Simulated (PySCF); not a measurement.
Si(H)(NHSiH3)(Me)2 (C2H11NSi2), SMILES C[SiH](C)N[SiH3]. Atoms are numbered in the order given.

```xyz
16

Si    -0.8583    -0.0355    -0.6086
C     -1.9113     1.5227    -0.5482
C     -1.2956    -1.2081     0.7946
N      0.8407     0.3682    -0.4512
Si     2.0428    -0.2884     0.6253
H     -1.1194    -0.7146    -1.9189
H     -2.9797     1.2829    -0.6792
H     -1.6285     2.2267    -1.3484
H     -1.7880     2.0406     0.4169
H     -2.3526    -1.5112     0.7228
H     -0.6840    -2.1246     0.7655
H     -1.1467    -0.7280     1.7753
H      1.2078     1.0212    -1.1400
H      2.3006    -1.7460     0.4086
H      3.3141     0.4552     0.3867
H      1.6495    -0.1314     2.0576
```
Charge 0, spin multiplicity 1.

Geometry: B3LYP-D3(BJ)/def2-SVP. One conformer was computed; it need not be the lowest.

Calculation: PBE/pcSseg-1 run with PySCF.

GIAO shieldings, no solvent; atoms listed in one row are averaged. δ = σ(ref) − σ: ²⁹Si against TMS (σ = 335.4 ppm); ¹³C against TMS (σ = 182.0 ppm); ¹⁵N against NH3 (σ = 267.0 ppm); ¹H against TMS (σ = 31.49 ppm), references at their B3LYP-D3(BJ)/def2-TZVP geometries, non-relativistic.

Computed chemical shifts:
```tsv
nucleus	atoms	count	δ (ppm)
²⁹Si	Si1	1	-6.6
²⁹Si	Si5	1	-59.6
¹³C	C2	1	4.7
¹³C	C3	1	-1.8
¹⁵N	N4	1	13.6
¹H	H6	1	5.44
¹H	H14, H15, H16	3	5.10
¹H	H10, H11, H12	3	0.68
¹H	H7, H8, H9	3	0.47
¹H	H13	1	-0.23
```
